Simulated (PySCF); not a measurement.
## Exact mass, isotope pattern and composition

Species: `[Br][Cu][Br]` [radical].

Calculated from isotope tables alone.

(1) What are the average molar mass and the monoisotopic mass?

(2) Work out the cluster of the singly charged cation M+, one line a nominal mass.

(3) What is the composition by mass?

(4) List the species in which a single atom is changed from its most abundant isotope.

(5) Protons, neutrons, electrons, and exact less nominal mass of the monoisotopic species?

(6) What resolving power m/Δm just matches the spacing of the species with one 81Br and with one 65Cu?

(7) What share of all molecules is the monoisotopic species?

Results:

(1) For CuBr2, with standard atomic weights, 1 × 63.546 + 2 × 79.904 = 223.354 g/mol. From the most abundant isotopes (63Cu, 79Br), 1 × 62.929597 + 2 × 78.918337 = 220.7663 u.

(2) 
| nominal mass | m/z (centroid) | relative intensity |
| --- | --- | --- |
| 221 | 220.7657 | 41.8 |
| 223 | 222.7637 | 100.0 |
| 225 | 224.7617 | 75.8 |
| 227 | 226.7598 | 17.6 |

Lines under 0.1 % of the tallest are left out. One electron mass, 0.00055 u, is taken off. Abundances used (%; other tables differ somewhat): 63Cu 69.17, 65Cu 30.83; 79Br 50.69, 81Br 49.31.

(3) Cu 28.45 %, Br 71.55 %.

(4) Intensity in % of the monoisotopic species:

| isotope | mass shift (u) | m/z | intensity (%) |
| --- | --- | --- | --- |
| 81Br | +1.99795 | 222.7637 | 194.56 |
| 65Cu | +1.99819 | 222.7639 | 44.57 |

Species under 0.02 % are left out.

(5) 99 protons, 122 neutrons and 99 electrons; 220.7663 − 221 = -0.2337 u.

(6) They lie 0.00024 u apart at mass 222.76, so m/Δm is about 930000.

(7) 0.6917 × 0.5069^2 = 17.77 %.
